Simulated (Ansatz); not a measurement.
C5H7N, singlet, at a GFN2-xTB geometry; R2SCAN/def2-TZVPD in Ansatz (a first-principles code).

Input for Ansatz:
Ansatz 0.2 input:
```yaml
crystal:
  periodic: [false, false, false]
  atoms:
    - {symbol: C, position_ang: [2.09613634, -0.73393641, 1.51827769]}
    - {symbol: C, position_ang: [1.10650033, -0.36423692, 0.76437631]}
    - {symbol: C, position_ang: [0.10828730, -0.02286104, 0.01012876]}
    - {symbol: C, position_ang: [-0.98654831, -0.77543049, -0.71785192]}
    - {symbol: C, position_ang: [-1.58935474, 0.61279115, -0.98835550]}
    - {symbol: N, position_ang: [-0.37085128, 1.21691661, -0.45812204]}
    - {symbol: H, position_ang: [1.98301617, -0.88092998, 2.58356041]}
    - {symbol: H, position_ang: [3.08451897, -0.91268692, 1.11906249]}
    - {symbol: H, position_ang: [-1.58269878, -1.44194676, -0.09846817]}
    - {symbol: H, position_ang: [-0.64752309, -1.30480026, -1.60539120]}
    - {symbol: H, position_ang: [-2.49625320, 0.81723349, -0.40963895]}
    - {symbol: H, position_ang: [-1.76459709, 0.87156401, -2.03532406]}
    - {symbol: H, position_ang: [-0.39062968, 2.03519245, 0.13360166]}
basis:
  gaussian:
    orbitals: def2-TZVPD
hamiltonian:
  xc: r2scan
```

### Question
What does Ansatz print? Leave out banner, timings and long lists.

### Answer

```
Functional definition: r2SCAN
1406 factors; their error is unknown
mean field evaluation 1: about -6771.8071 eV, gradient 7.4e1 eV
mean field evaluation 2: about -6760.3099 eV, gradient 1.0e2 eV
mean field evaluation 4: about -6784.4177 eV, gradient 1.2e1 eV
mean field evaluation 8: about -6784.7757 eV, gradient 2.9e-1 eV
mean field evaluation 16: about -6784.7189 eV, gradient 1.1e-3 eV
mean field -6784.71887615 eV, -249.3338198511 hartree, gradient 4.2e-5 eV, S^2 0.000000; 0 other end points of the search recorded, 0 dependent functions left out
reference -6784.71889134 eV, -249.3338204092 hartree; 22, 22 occupied and 263, 263 virtual orbitals, 1406 factors
Total energy: -6784.71889134 eV, -249.3338204092 hartree
```
